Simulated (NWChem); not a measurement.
System meant: C₂H₃F₂NSi; SMILES [SiH](F)(CC#N)F

Here is an NWChem input.

```
start job
memory heap 200 mb stack 900 mb global 1100 mb
geometry units angstroms noautosym nocenter noautoz
  N     -0.335047    -2.962349    -0.271718
  C      0.170894    -1.983456     0.095166
  C      0.776873    -0.725025     0.509882
  Si    -0.042655     0.757078    -0.326206
  F     -1.500441     0.970972     0.298285
  F      0.844938     2.040125     0.043013
  H      0.699764    -0.611424     1.598808
  H      1.845769    -0.727436     0.259759
  H     -0.141377     0.619207    -1.789788
end
basis spherical
  * library def2-svp
end
dft
  xc m06-2x
  iterations 150
end
property
  shielding
end
task dft property
```

End of the output:

```
 Vector   30  Occ=0.000000D+00  E= 7.072659D-02
              MO Center=  1.1D+00, -3.3D-01,  2.4D-01, r^2= 5.0D+00
   Bfn.  Coefficient  Atom+Function         Bfn.  Coefficient  Atom+Function
  ----- ------------  ---------------      ----- ------------  ---------------
    31      2.056990  3 C  s                 46     -1.200154  4 Si s
    95     -1.061839  8 H  s                 90     -0.876301  7 H  s
    53     -0.606519  4 Si px                17     -0.511339  2 C  s
     3      0.472415  1 N  s                 54      0.459894  4 Si py
   100      0.431334  9 H  s                 36      0.345634  3 C  py

 center of mass
 --------------
 x =  -0.08022269 y =   0.06495178 z =   0.01559250

 moments of inertia (a.u.)
 ------------------
        1090.680769216080         -19.721006847178          -2.511963716076
         -19.721006847178         300.451644100873          -8.954755508292
          -2.511963716076          -8.954755508292        1285.213561041539

     Multipole analysis of the density
     ---------------------------------

     L   x y z        total         alpha         beta         nuclear
     -   - - -        -----         -----         ----         -------
     0   0 0 0     -0.000000    -27.000000    -27.000000     54.000000

     1   1 0 0      0.818906      1.119298      1.119298     -1.419691
     1   0 1 0      0.717151      0.366151      0.366151     -0.015150
     1   0 0 1      0.131456     -0.219469     -0.219469      0.570393

     2   2 0 0    -30.270318    -78.006241    -78.006241    125.742164
     2   1 1 0     -2.627251     -4.217372     -4.217372      5.807493
     2   1 0 1      0.607784     -2.297033     -2.297033      5.201849
     2   0 2 0    -40.699437   -276.469957   -276.469957    512.240478
     2   0 1 1     -2.342705     -1.078534     -1.078534     -0.185637
     2   0 0 2    -28.071339    -32.364507    -32.364507     36.657676

          -----------------------------------------
          Chemical Shielding Tensors (GIAO, in ppm)
          -----------------------------------------

 ------------------------------------------------------------------------
  xm06: d2 not coded                    0
 ------------------------------------------------------------------------
 ------------------------------------------------------------------------
  current input line :
    24: task dft property
 ------------------------------------------------------------------------
 ------------------------------------------------------------------------
 This error has not yet been assigned to a category
 ------------------------------------------------------------------------
 For more information see the NWChem manual at https://nwchemgit.github.io

0: xm06: d2 not coded:Received an Error in Communication
```

**Question.** Can this run be used? If not, why, and what is the fix?

**Answer.** The program stopped with an error. Cause: this functional's second derivatives, which shieldings need, aren't coded here; the fix takes a hybrid GGA instead. This input runs:
```
start job
memory heap 200 mb stack 900 mb global 1100 mb
geometry units angstroms noautosym nocenter noautoz
  N     -0.335047    -2.962349    -0.271718
  C      0.170894    -1.983456     0.095166
  C      0.776873    -0.725025     0.509882
  Si    -0.042655     0.757078    -0.326206
  F     -1.500441     0.970972     0.298285
  F      0.844938     2.040125     0.043013
  H      0.699764    -0.611424     1.598808
  H      1.845769    -0.727436     0.259759
  H     -0.141377     0.619207    -1.789788
end
basis spherical
  * library def2-svp
end
dft
  xc pbe0
  iterations 150
end
property
  shielding
end
task dft property
```
It converges to -621.24074 Ha (PBE0/def2-SVP, GIAO).
